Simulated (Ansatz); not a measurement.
Reaction (ligand exchange at the Si–N bond): `O[SiH](O)N[SiH2]F` + `C[SiH](F)S` → `C[SiH](F)S[SiH](O)O` + `N[SiH2]F`

Calculated with Ansatz (gas phase, PBE0-D4/def2-TZVP geometries, no zero-point term in ΔE). CCSD(T)/CBS adds triple-zeta CCSD(T) − MP2 to the extrapolated MP2 energy (def2 sets, frozen cores). Each species was taken in one conformer, which may not be the lowest.

`O[SiH](O)N[SiH2]F`:

Z-matrix (Å, degrees):
```
Si
O 1 1.636
N 1 1.728 2 106.0
O 1 1.636 2 116.1 3 -121.8
H 1 1.471 2 106.1 3 122.6
H 2 0.960 1 119.1 3 47.6
Si 3 1.707 1 125.7 2 13.2
H 3 1.010 1 117.3 2 -161.5
H 4 0.958 1 118.5 2 66.7
F 7 1.610 3 109.7 1 -63.0
H 7 1.477 3 112.5 1 53.4
H 7 1.481 3 109.0 1 179.1
```

`C[SiH](F)S`:

Cartesian coordinates in Å:
```
C 0.872 -0.072 -0.763
Si -0.463 -0.508 0.443
F 0.242 -0.864 1.836
S -1.881 1.054 0.695
H 0.446 0.135 -1.746
H 1.421 0.813 -0.432
H 1.583 -0.897 -0.856
H -1.266 -1.685 0.040
H -0.954 2.024 0.784
```

`C[SiH](F)S[SiH](O)O`:

```xyz
14

C     2.454   -0.883   -1.001
Si    0.655   -0.609   -0.679
F     0.059    0.337   -1.844
S     0.434    0.386    1.182
Si   -1.713    0.471    1.292
O    -2.077    1.812    2.146
O    -2.352    0.398   -0.207
H     2.598   -1.336   -1.985
H     2.874   -1.553   -0.248
H     3.003    0.060   -0.968
H    -0.145   -1.852   -0.726
H    -2.291   -0.651    2.045
H    -1.617    2.626    1.938
H    -1.881    0.794   -0.945
```

`N[SiH2]F`:

Cartesian coordinates in Å:
```
N -0.527 -0.801 0.423
Si 0.282 0.564 -0.175
F 1.160 0.299 -1.492
H -1.369 -1.150 -0.003
H -0.051 -1.514 0.949
H 1.234 1.029 0.858
H -0.729 1.572 -0.560
```

```tsv
species	HF/def2-TZVPP energy (Eh)
`O[SiH](O)N[SiH2]F`	-885.39095
`C[SiH](F)S`	-826.88257
`C[SiH](F)S[SiH](O)O`	-1266.93398
`N[SiH2]F`	-445.33539
```

(1) Work out ΔE.

Largest T1 diagnostic among the species: 0.012.

Results:

(1) ΔE = (-1266.93398) + (-445.33539) − (-885.39095) − (-826.88257) = 0.00415 Eh = +10.9 kJ/mol. CCSD(T)/CBS gives -1.9 kJ/mol.

The D4 term adds −3.6 kJ/mol with B3LYP and −1.9 kJ/mol with PBE0; it sums over pairs of atoms, weighted by their polarisabilities, and B3LYP, whose exchange is more repulsive, gets the larger term. In def2-TZVPP, CCSD(T) changes the Hartree–Fock value by −9.1 kJ/mol (the triples alone add −3.0 kJ/mol) and MP2 by −14.2 kJ/mol.

B3LYP here is the variant with VWN-RPA as its local correlation; programs differ in this.
